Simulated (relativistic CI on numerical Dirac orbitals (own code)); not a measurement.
**Line list: Forbidden lines, Yb18+**

These numbers are calculated, not measured: Dirac-Coulomb-Breit CI, orbitals from a KLI potential per configuration, model QED (radiative potential, 1s self-energy scaled to tabulated hydrogen-like ionisation energies), unscaled Slater integrals (own radial code, finite nucleus).

Configurations in the expansion (outside the closed core [Ar] 3d10 4p6): 4s2 4d10 4f6, 4s2 4d10 4f5 5s, 4s2 4d10 4f4 5s2, 4s2 4d10 4f5 5p, 4s2 4d10 4f4 5s 5p, 4s2 4d10 4f4 5p2, 4s2 4d9 4f7, 4s2 4d10 4f5 6p, 4d10 4f8. Levels of other configurations are missing.

```csv
λ vac (nm),Lower,Upper,Type,A (s⁻¹),gf,Branching (%)
135.39,4s2 4d10 4f6 7F_0 [1],4s2 4d10 4f6 5F_1 [33],M1,1.06e+02,8.73e-08,33.8
139.27,4s2 4d10 4f6 7F_1 [2],4s2 4d10 4f6 5F_1 [33],M1,7.46e+01,6.51e-08,23.8
144.30,4s2 4d10 4f6 7F_1 [2],4s2 4d10 4f6 5F_2 [29],M1,1.02e+02,1.59e-07,45.8
149.84,4s2 4d10 4f6 7F_2 [3],4s2 4d10 4f6 5F_3 [30],M1,1.01e+02,2.38e-07,37.0
152.16,4s2 4d10 4f6 7F_3 [4],4s2 4d10 4f6 5F_4 [32],M1,4.27e+01,1.33e-07,20.0
157.33,4s2 4d10 4f6 7F_3 [4],4s2 4d10 4f6 5F_3 [30],M1,5.04e+01,1.31e-07,18.5
159.96,4s2 4d10 4f6 7F_4 [5],4s2 4d10 4f6 5F_4 [32],M1,3.69e+01,1.27e-07,17.2
165.68,4s2 4d10 4f6 7F_4 [5],4s2 4d10 4f6 5F_3 [30],M1,9.61e+01,2.77e-07,35.3
168.25,4s2 4d10 4f6 7F_5 [6],4s2 4d10 4f6 5F_4 [32],M1,1.09e+02,4.16e-07,50.9
171.89,4s2 4d10 4f6 7F_5 [6],4s2 4d10 4f6 5I_4 [31],M1,3.46e+01,1.38e-07,36.0
182.76,4s2 4d10 4f6 7F_5 [6],4s2 4d10 4f6 5G_5 [28],M1,4.47e+01,2.46e-07,41.0
183.60,4s2 4d10 4f6 7F_5 [6],4s2 4d10 4f6 5H_6 [27],M1,2.64e+01,1.73e-07,24.4
185.80,4s2 4d10 4f6 7F_1 [2],4s2 4d10 4f6 5G_2 [14],M1,4.37e+01,1.13e-07,40.0
192.22,4s2 4d10 4f6 7F_2 [3],4s2 4d10 4f6 5G_3 [17],M1,5.29e+01,2.05e-07,26.8
193.62,4s2 4d10 4f6 7F_6 [7],4s2 4d10 4f6 5H_6 [27],M1,5.97e+01,4.36e-07,55.1
196.37,4s2 4d10 4f6 7F_2 [3],4s2 4d10 4f6 5G_2 [14],M1,5.54e+01,1.60e-07,50.6
200.49,4s2 4d10 4f6 7F_5 [6],4s2 4d10 4f6 5D_4 [22],M1,5.28e+01,2.87e-07,58.4
204.03,4s2 4d10 4f6 7F_3 [4],4s2 4d10 4f6 5G_4 [18],M1,4.76e+01,2.68e-07,28.3
204.73,4s2 4d10 4f6 7F_3 [4],4s2 4d10 4f6 5G_3 [17],M1,8.78e+01,3.86e-07,44.4
218.29,4s2 4d10 4f6 7F_4 [5],4s2 4d10 4f6 5G_4 [18],M1,1.08e+02,6.97e-07,64.3
219.09,4s2 4d10 4f6 7F_4 [5],4s2 4d10 4f6 5G_3 [17],M1,5.29e+01,2.67e-07,26.8
221.58,4s2 4d10 4f6 7F_4 [5],4s2 4d10 4f6 5G_5 [16],M1,3.98e+01,3.23e-07,21.2
227.94,4s2 4d10 4f6 7F_4 [5],4s2 4d10 4f6 5D_3 [13],M1,1.23e+02,6.69e-07,80.0
237.80,4s2 4d10 4f6 7F_5 [6],4s2 4d10 4f6 5G_5 [16],M1,1.28e+02,1.19e-06,67.9
241.15,4s2 4d10 4f6 7F_5 [6],4s2 4d10 4f6 5G_6 [15],M1,2.60e+01,2.95e-07,14.5
258.73,4s2 4d10 4f6 7F_6 [7],4s2 4d10 4f6 5G_6 [15],M1,1.45e+02,1.89e-06,81.2
258.93,4s2 4d10 4f6 7F_3 [4],4s2 4d10 4f6 5D_2 [10],M1,2.26e+02,1.14e-06,87.8
297.39,4s2 4d10 4f6 7F_2 [3],4s2 4d10 4f6 5D_1 [9],M1,2.55e+02,1.01e-06,89.3
339.94,4s2 4d10 4f6 7F_1 [2],4s2 4d10 4f6 5D_0 [8],M1,3.05e+02,5.29e-07,100.0
347.45,4s2 4d10 4f6 5D_1 [9],4s2 4d10 4f6 3P_0 [25],M1,4.91e+02,8.89e-07,98.7
```

Terms are leading LS components. Brackets give the number of a level in order of energy, since labels repeat. The list gives strong lines, with weight on those to low levels, among the lowest 400 of 9274 levels, so that lines to higher ones, which can be the strongest, are missing. Levels whose partners in the same complex of configurations lie outside the list can be far off, and so can their lines. Rates are taken at the computed energies, electric ones in the length gauge.

At this charge energies of transitions that change n are usually good to better than 1 %, and those within a shell (Δn = 0) to a few per cent. Terms inside the open d or f shell come out 10 to 20 % too wide with unscaled integrals.

LS names give the leading component of a level, which can be under half, so a name can repeat, a term be missing and a line seem to break the LS rules.
